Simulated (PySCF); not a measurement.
Oscillator strengths, rates and cross-sections

Compound: BBrGeH₄O.
Numbering: `[GeH3:1][O:2][BH:3][Br:4]` (hydrogens: H5, H6, H7 on Ge1; H8 on B3)

Structure used (PBE0-D3(BJ)/def2-SVP), in Å, numbered top down from 1:
```
atom  x, y, z in Å
Ge1   -0.6765    0.2871   -0.0527
O2     0.8735    0.2800    0.9010
B3     2.0291   -0.2958    0.5991
Br4    2.2519   -1.2898   -1.0622
H5    -1.1340   -1.1674   -0.2067
H6    -0.3976    0.9748   -1.3934
H7    -1.6150    1.1047    0.8403
H8     2.9850   -0.2341    1.3300
```

Computed with PySCF, TDDFT CAM-B3LYP/def2-SVPD, vertical, gas phase, core orbitals frozen in the response. Relativistic effects, spin–orbit coupling among them, are left out although an element past zinc is present.

Computed singlets with f of 0.002 or more:

| state | ν̃ (cm⁻¹) | f |
| --- | --- | --- |
| S3 | 57390 | 0.042 |
| S4 | 60910 | 0.096 |
| S5 | 61050 | 0.034 |
| S6 | 62250 | 0.0087 |
| S7 | 62350 | 0.024 |
| S8 | 63510 | 0.052 |
| S9 | 65830 | 0.0043 |
| S10 | 66270 | 0.041 |

Turn these into Einstein A coefficients, radiative lifetimes, transition dipoles and integrated cross-sections.

Relations used (vacuum, state to state): A = 0.6670 f ν̃² s⁻¹ (ν̃ in cm⁻¹); τ = 1/A; f = (2/3) ΔE |μ|² in atomic units; ∫σ dE = 109.76 f Mb·eV.

```
state  A (s⁻¹)       τ  |μ| (D)  ∫σ dE (Mb·eV)
   S3  9.3×10⁷   11 ns     1.25            4.6
   S4  2.4×10⁸  4.2 ns     1.83             11
   S5  8.4×10⁷   12 ns     1.08            3.7
   S6  2.2×10⁷   45 ns     0.54           0.95
   S7  6.1×10⁷   16 ns     0.90            2.6
   S8  1.4×10⁸  7.1 ns     1.32            5.7
   S9  1.2×10⁷   81 ns     0.37           0.47
  S10  1.2×10⁸  8.3 ns     1.15            4.5
```

These lifetimes count emission to the ground state at the vertical energy alone; relaxation of the geometry and all other decay channels are left out.

What is the integrated cross-section of all computed states together?

Σf = 0.302 over S1 to S10, so 109.76 × Σf ≈ 33.2 Mb·eV.

Suppose S3 emitted 0.3 eV lower with the same transition dipole. How would A change?

At fixed |μ|, A goes as the cube of the energy: (6.82/7.12)³ = 0.88, which makes τ about 12 ns.

How much energy does a mole of photons resonant with S4 carry?

7.551 eV × 96.485 = 729 kJ/mol (174 kcal/mol).

The vertical ionisation energy (ΔSCF) is 10.72 eV, 2.51 eV above S10.

One conformer stands for the species.
